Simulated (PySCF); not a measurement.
Ligands exchanged one at a time, B H-OH. Isolated molecules, 0 K electronic values unless said otherwise. One relaxed conformer stands for each flexible species; it need not be the lowest. Strings in code marks are SMILES.

Computed with PySCF 2.14.0 with PBE0-D4/def2-TZVP. Excitations are Tamm–Dancoff values on a coarser integration grid. The basis has no diffuse functions, so Rydberg states are missing or too high.

| species | S1 oscillator strength | HOMO–LUMO gap (eV) | S1 excitation (TDA) (eV) |
|---|---|---|---|
| 0 of 3 H replaced by OH (`B`) | – | 7.97 | – |
| 1 of 3 H replaced by OH (`BO`) | 0.000 | 8.45 | 6.50 |
| 2 of 3 H replaced by OH (`OBO` (H–O–B–O torsion 0°, O–B–O–H torsion 180°)) | 0.001 | (withheld) | 8.72 |
| 3 of 3 H replaced by OH (`OB(O)O`) | 0.001 | (withheld) | 7.91 |

Problem. Some entries are withheld; supply them.

Solution. 
- 2 of 3 H replaced by OH (`OBO` (H–O–B–O torsion 0°, O–B–O–H torsion 180°)), HOMO–LUMO gap (eV): 10.33
- 3 of 3 H replaced by OH (`OB(O)O`), HOMO–LUMO gap (eV): 9.31
